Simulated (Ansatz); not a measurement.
Q: Name a neutral molecule of Al, B, C, F, Si and H with HOMO energy (B3LYP/def2-TZVPP) between -7.25 and -6.95 eV and HOMO energy (PBE0/def2-TZVPP) between -7.40 and -7.10 eV (Ansatz, PBE0-D4/def2-TZVP geometry).

A: `CB(F)[SiH2][AlH2]` (-7.06 eV, -7.25 eV). Other molecules can fit too; these were computed, each in one conformer that needn't be the lowest.

B3LYP here is the variant with VWN-RPA as its local correlation; programs differ in this.
